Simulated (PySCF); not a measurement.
How methods differ on the excitation energy of Al⁺

Al⁺ [Ne] 3s2 (1S) → Al⁺ [Ne] 3s1 3d1 (3D), as a difference of total energies. Computed with PySCF 2.14 in x2c-TZVPPall with one added diffuse shell each of s, p, d type (6s6p4d1f, 51 functions), with the spin-free X2C one-electron Hamiltonian (Gaussian nucleus). Correlated levels: valence: [Ne] frozen; valence and next inner shell: 1s2 frozen. The calculations carry no spin-orbit coupling.

```tsv
method	excitation energy (eV)	error (eV)
UHF	10.847	-1.000
LDA	11.195	-0.652
PBE	10.950	-0.897
PBE0	11.085	-0.762
r2SCAN	10.867	-0.980
M06	11.217	-0.630
TPSS	10.906	-0.941
wB97X-V	11.557	-0.290
revPBE	10.836	-1.011
MP2 (valence)	11.498	-0.349
SCS-MP2 (valence)	11.715	-0.132
MP2 (valence and next inner shell)	11.654	-0.193
SCS-MP2 (valence and next inner shell)	11.838	-0.009
```

Reference: 11.847 eV (measured; NIST levels, between the centres of gravity of the two terms).

Errors of the correlated levels include the incompleteness of this basis and the frozen core.
